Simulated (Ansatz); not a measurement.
Born–Oppenheimer molecular dynamics of CBFO (4 atoms, charge 0, multiplicity 1). It starts from a relaxed structure.

Method: Ansatz, RKS BHLYP-D4/def2-SVP.

```json
{"ensemble": "NVE (velocity Verlet)", "time step": "1 fs", "steps asked": "300", "starting velocities drawn for": "1000 K", "seed": "870198"}
```

Frames 10 fs apart, positions in Å.

Velocities at 100.0 fs (Å/ps):

```
O -3.42 2.67 -3.43
C 5.26 1.38 4.43
B -1.93 11.75 2.44
F 0.66 -9.80 -1.30
```

```xyz
4
Properties=species:S:1:pos:R:3 time_fs=100.0 energy_less_start_eV=0.023 T=911
O 0.616 -0.318 2.122
C 1.187 0.458 1.560
B -1.092 0.309 -2.547
F -0.715 0.040 -1.375
4
Properties=species:S:1:pos:R:3 time_fs=110.0 energy_less_start_eV=0.025 T=902
O 0.582 -0.292 2.088
C 1.240 0.472 1.603
B -1.104 0.420 -2.500
F -0.712 -0.054 -1.400
4
Properties=species:S:1:pos:R:3 time_fs=120.0 energy_less_start_eV=0.027 T=896
O 0.551 -0.261 2.050
C 1.286 0.480 1.648
B -1.107 0.522 -2.428
F -0.714 -0.143 -1.438
4
Properties=species:S:1:pos:R:3 time_fs=130.0 energy_less_start_eV=0.032 T=877
O 0.524 -0.226 2.011
C 1.325 0.482 1.694
B -1.104 0.614 -2.343
F -0.717 -0.226 -1.482
4
Properties=species:S:1:pos:R:3 time_fs=140.0 energy_less_start_eV=0.030 T=885
O 0.499 -0.190 1.970
C 1.361 0.482 1.739
B -1.090 0.681 -2.232
F -0.727 -0.295 -1.540
4
Properties=species:S:1:pos:R:3 time_fs=150.0 energy_less_start_eV=0.034 T=869
O 0.477 -0.150 1.927
C 1.393 0.478 1.785
B -1.074 0.743 -2.116
F -0.737 -0.361 -1.599
4
Properties=species:S:1:pos:R:3 time_fs=160.0 energy_less_start_eV=0.027 T=896
O 0.460 -0.107 1.883
C 1.416 0.468 1.832
B -1.047 0.768 -1.983
F -0.753 -0.406 -1.667
4
Properties=species:S:1:pos:R:3 time_fs=170.0 energy_less_start_eV=0.025 T=901
O 0.446 -0.061 1.837
C 1.434 0.456 1.879
B -1.018 0.786 -1.845
F -0.770 -0.447 -1.736
4
Properties=species:S:1:pos:R:3 time_fs=180.0 energy_less_start_eV=0.017 T=932
O 0.434 -0.013 1.789
C 1.449 0.441 1.926
B -0.981 0.768 -1.704
F -0.791 -0.468 -1.806
4
Properties=species:S:1:pos:R:3 time_fs=190.0 energy_less_start_eV=0.013 T=949
O 0.429 0.039 1.741
C 1.455 0.422 1.972
B -0.940 0.733 -1.560
F -0.813 -0.478 -1.876
4
Properties=species:S:1:pos:R:3 time_fs=200.0 energy_less_start_eV=0.014 T=946
O 0.430 0.092 1.692
C 1.452 0.400 2.017
B -0.896 0.673 -1.424
F -0.837 -0.476 -1.941
4
Properties=species:S:1:pos:R:3 time_fs=210.0 energy_less_start_eV=0.024 T=908
O 0.434 0.145 1.643
C 1.444 0.378 2.061
B -0.850 0.585 -1.300
F -0.862 -0.457 -1.998
```

Of the whole run (300 fs, mean temperature of the second half 740 K): The conserved energy stayed within 0.012 meV per atom of its start (net change -0.0068 meV per atom), so the integration is sound. A run of 0.3 ps of so small a system gives no equilibrium averages.

Run time: 3.3 min on 1 thread of Arm Neoverse V2, on a shared host, peak memory 0.09 GiB.
